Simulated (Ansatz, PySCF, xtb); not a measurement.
Ligands exchanged one at a time, Al H-I. Isolated molecules, 0 K electronic values unless said otherwise. Strings in code marks are SMILES.

Quantity: redistribution energy (mixed species minus the weighted end members), in eV.

Level 1: PBE-D3(BJ)/def2-TZVP // B3LYP-D3(BJ)/def2-TZVP (PySCF)
Level 2: B3LYP/LANL2DZ // B3LYP-D3(BJ)/def2-TZVP (PySCF)
Level 3: HF/def2-TZVPP // B3LYP-D3(BJ)/def2-TZVP (Ansatz, a quantum-chemistry and plane-wave program)
Level 4: GFN2-xTB (xtb)

| species | level 1 | level 2 | level 3 | level 4 |
|---|---|---|---|---|
| 2 of 3 H replaced by I: `[I][AlH][I]` | -0.068 | -0.118 | -0.107 | -0.261 |
| 1 of 3 H replaced by I: `[AlH2][I]` | -0.065 | -0.131 | -0.111 | -0.236 |
